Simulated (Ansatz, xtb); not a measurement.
## Two isomers of C2H6GeO

Structure I is `O/C=[CH]\[GeH3]`, a singlet and structure II is `C=[C](O)[GeH3]`, a singlet. Both are isolated molecules in the gas phase, relaxed with B3LYP/def2-SVP; the shapes shown needn't be the lowest conformers.

I (Å):

```yaml
atoms:
  - { symbol: C, position_ang: [-0.8671, 1.8752, -0.6420] }
  - { symbol: C, position_ang: [-0.1364, 1.0608, 0.1300] }
  - { symbol: Ge, position_ang: [-0.9165, -0.2502, 1.3401] }
  - { symbol: O, position_ang: [-2.2262, 1.8498, -0.6411] }
  - { symbol: H, position_ang: [-2.5723, 2.5052, -1.2579] }
  - { symbol: H, position_ang: [-0.4085, 2.6094, -1.3192] }
  - { symbol: H, position_ang: [0.9506, 1.1533, 0.0619] }
  - { symbol: H, position_ang: [-1.8072, 0.4226, 2.4071] }
  - { symbol: H, position_ang: [-1.7754, -1.2836, 0.5792] }
  - { symbol: H, position_ang: [0.2326, -0.9945, 2.0547] }
```

II (Å):

```xyz
10

C    -1.1445    1.9270   -0.7920
C    -0.5787    1.1851    0.1731
Ge   -1.5098   -0.2646    1.1215
O     0.6996    1.3367    0.6172
H    -0.5936    2.7289   -1.3004
H    -2.1759    1.7549   -1.1025
H     1.1306    2.0569    0.1303
H    -1.5465    0.0441    2.6314
H    -2.9433   -0.3707    0.5682
H    -0.7584   -1.5928    0.9031
```

Estimate E(II) − E(I) at the level CCSD(T)/def2-SVP + ΔMP2/def2-TZVPP.

Too close to call at this level: CCSD(T)/def2-SVP + ΔMP2/def2-TZVPP gives E(II) − E(I) = +6.59 kJ/mol.

Level by level:

```tsv
level	geometry	E(II) − E(I) (kJ/mol)	departure from the last row (kJ/mol)	job, with rough time for the two
GFN2-xTB	GFN2-xTB	−10.37	−16.97	optimisation, 0.16 s
HF/STO-3G	GFN2-xTB	−2.50	−9.09	single point, 0.42 s
r2SCAN-D4/def2-SVP	GFN2-xTB	+4.39	−2.21	single point, 2.8 s
B3LYP/def2-SVP	B3LYP/def2-SVP	+7.41	+0.82	optimisation, 72 s
HF/def2-SVP	B3LYP/def2-SVP	+10.96	+4.37	part of the CCSD(T) run
MP2/def2-SVP	B3LYP/def2-SVP	+9.53	+2.94	part of the CCSD(T) run
CCSD(T)/def2-SVP	B3LYP/def2-SVP	+9.05	+2.46	single point
CCSD(T)/def2-SVP + ΔMP2/def2-TZVPP	B3LYP/def2-SVP	+6.59		single point, 19 s
```

As drawn, both hold the same kinds of bond in the same numbers.

GFN2-xTB, HF/STO-3G put the two in the other order. The largest departure from CCSD(T)/def2-SVP + ΔMP2/def2-TZVPP is that of GFN2-xTB, 16.97 kJ/mol. The last row adds to CCSD(T) the change of the MP2 difference between the two basis sets, here −2.46 kJ/mol.

With harmonic frequencies from B3LYP/def2-SVP (ideal gas, rigid rotor, one conformer each, 298.15 K, 1 atm): on the last row, ΔE + ΔZPE = +5.32, ΔH = +4.85, ΔG = +6.94 kJ/mol.

The correlated steps freeze 12 core orbitals; the filled d shell of Ge is correlated, in a basis made for valence electrons. Codes used: Ansatz 0.2.0, xtb 6.7.1; the last row on 2 threads of Intel(R) Xeon(R) 6975P-C (Granite Rapids) on a shared host.
